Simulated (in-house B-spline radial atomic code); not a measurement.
Ionising the copper ion Cu⁴⁺ with different functionals

Computed with a B-spline radial code for spherical atoms: non-relativistic Hamiltonian, point nucleus, spin-polarised at highest spin, spherical fractional occupations for the functionals, the average over the highest-spin determinants for Hartree-Fock. The ionisation energy is the difference of two self-consistent energies, [Ar] 3d7 → [Ar] 3d6, without Breit or QED terms; ε is the level of the shell that loses the electron (its least bound occupied spin orbital).

Hybrids are left out here: with spherical fractional occupations of an open shell their exact exchange keeps a self-interaction that integer-occupation calculations don't have.

```csv
method,rung,ΔSCF (eV),-ε(3d) (eV)
Hartree-Fock,Hartree-Fock,77.91,80.93
LDA VWN5,LDA,81.12,69.59
LDA PW92,LDA,81.11,69.58
LDA exchange-only,LDA,?,?
PBE,GGA,80.68,69.17
PBEsol,GGA,80.65,69.14
BLYP,GGA,80.65,69.14
RPBE,GGA,80.56,69.05
PW91,GGA,80.85,69.32
BP86,GGA,80.80,69.28
AM05,GGA,80.68,69.17
OLYP,GGA,80.77,69.26
TPSS,meta-GGA,?,?
SCAN,meta-GGA,79.89,68.60
r2SCAN,meta-GGA,79.99,68.69
M06-L,meta-GGA,79.73,68.38
revTPSS,meta-GGA,80.20,68.74
```

What does TPSS give?

ΔSCF 80.43 eV, and -ε(3d) = 68.94 eV.

What does LDA exchange-only give?

ΔSCF 78.84 eV, and -ε(3d) = 67.42 eV.

How do they compare with the NIST value?

NIST lists 79.8 eV ± 0.7 (semi-empirical, ground level to ground level). Errors run from -1.89 to +1.32 eV; M06-L is closest (-0.07 eV), though others lie within the uncertainty of it, and part of that can be cancellation, since the calculations leave out relativity, Breit-QED terms, multiplet and fine-structure energies. Hartree-Fock also lacks correlation.
